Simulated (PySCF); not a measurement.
## Correlation energy of Pd (palladium, neutral)

[Kr] 4d9 5s1, 5s spin antiparallel (an excited configuration). Computed with PySCF 2.14 in ANO-RCC-VTZP, with the spin-free X2C one-electron Hamiltonian (Gaussian nucleus). Frozen: [Ar] 3d10; 18 electrons correlated.

MP2 pair energies summed by pair of shells (mhartree):

| pair | energy | share (%) |
| --- | --- | --- |
| 4d-4d | -287.83 | 46.8 |
| 4p-4d | -177.94 | 28.9 |
| 4p-4p | -52.40 | 8.5 |
| 4d-5s | -35.99 | 5.9 |
| 4s-4d | -28.62 | 4.7 |
| 4s-4p | -23.67 | 3.9 |
| 4p-5s | -4.21 | 0.7 |
| 4s-4s | -3.75 | 0.6 |
| 4s-5s | -0.31 | 0.1 |

Total MP2 correlation energy: -614.72 mhartree.

Same-spin part -204.55 and opposite-spin part -410.17 mhartree; SCS-MP2 scales them by 1/3 and 6/5 to -560.39 mhartree.
